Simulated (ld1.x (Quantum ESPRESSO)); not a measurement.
**An all-electron radial function and its pseudo partner (aluminium (Al))**

Columns: radius, all-electron u(r) and pseudo u(r) of the 3s shell (level -7.61 eV) of aluminium in the configuration [Ne] 3s2 3p1; BLYP, non-relativistic, TM scheme, ld1.x (Quantum ESPRESSO) 7.5.

| r (bohr) | all-electron | pseudo |
| --- | --- | --- |
| 0.120 | 0.0876 | 0.0232 |
| 0.240 | -0.1554 | 0.0476 |
| 0.360 | -0.2874 | 0.0745 |
| 0.480 | -0.2897 | 0.1053 |
| 0.600 | -0.2100 | 0.1412 |
| 0.720 | -0.0903 | 0.1836 |
| 0.840 | 0.0421 | 0.2332 |
| 0.960 | 0.1711 | 0.2901 |
| 1.080 | 0.2881 | 0.3530 |
| 1.200 | 0.3893 | 0.4189 |
| 1.320 | 0.4733 | 0.4838 |
| 1.440 | 0.5404 | 0.5428 |
| 1.560 | 0.5920 | 0.5921 |
| 1.680 | 0.6297 | 0.6296 |
| 1.800 | 0.6551 | 0.6551 |
| 1.920 | 0.6698 | 0.6698 |
| 2.040 | 0.6753 | 0.6753 |
| 2.160 | 0.6730 | 0.6730 |
| 2.280 | 0.6644 | 0.6644 |
| 2.400 | 0.6505 | 0.6505 |
| 2.520 | 0.6326 | 0.6326 |
| 2.640 | 0.6116 | 0.6116 |
| 2.760 | 0.5883 | 0.5883 |
| 2.880 | 0.5634 | 0.5634 |
| 3.000 | 0.5375 | 0.5375 |
| 3.120 | 0.5111 | 0.5111 |

(1) How many radial nodes do the two functions have?

(2) At about which radius was the pseudo-wave matched?

(3) Is the pseudo-wave norm-conserving?

Results:

(1) The all-electron 3s function has n − l − 1 = 2; the pseudo-wave has 0, since the states of the same l below it are removed with the core.

(2) 1.95 bohr. The columns agree to 0.0005 from 1.56 bohr on; several derivatives are matched, so the curves merge somewhat inside the radius.

(3) Yes: the TM scheme keeps the norm inside the radius equal to the all-electron one, which fixes the energy derivative of the logarithmic derivative at the level.
